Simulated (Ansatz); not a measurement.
Total energies of As6 from Ansatz at r2SCAN-D4/def2-TZVP, gas phase (1 Eh = 27.2114 eV = 2625.5 kJ/mol). The reference geometry is relaxed at PBE-D4/def2-SVP.

Cartesian coordinates in Å:
```
As 0.567 1.252 1.348
As -1.250 1.418 -0.362
As 0.079 -0.094 -1.921
As -1.310 -0.401 1.353
As 1.895 -0.261 -0.211
As 0.019 -1.914 -0.207
```

```
                 state                    geometry   energy (Eh)
      charge 0 singlet                   reference  -13415.36410
      charge 1 doublet                   reference  -13415.06618
      charge 0 triplet  relaxed at PBE-D4/def2-SVP  -13415.32524
      charge 0 quintet  relaxed at PBE-D4/def2-SVP  -13415.26412
free As atom (quartet)                           –   -2235.79940
```

Question: Work out the vertical ionisation energy to the doublet.

Answer: E(charge 1 doublet) − E(charge 0 singlet) = -13415.06618 − (-13415.36410) = 0.29792 Eh = 8.11 eV. For comparison, −ε of the highest occupied level is 5.86 eV at this level, 2.25 eV less.

Question: Which of the charge 0 states is lowest, and how far above it are the others?

Answer: The singlet. triplet: -13415.32524 − (-13415.36410) = 0.03886 Eh = 102.0 kJ/mol; quintet: -13415.26412 − (-13415.36410) = 0.09998 Eh = 262.5 kJ/mol. The triplet differs in its bonds from the reference. The quintet differs in its bonds from the reference.

Question: What is the binding energy per atom against free atoms?

Answer: Atoms: 6 × (-2235.79940) = -13414.79640 Eh. Binding: -13414.79640 − (-13415.36410) = 0.56770 Eh = 15.45 eV, or 2.57 eV for each of 6 atoms (no zero-point energy, no counterpoise term).

The structure comes from a short search, and lower isomers may exist.
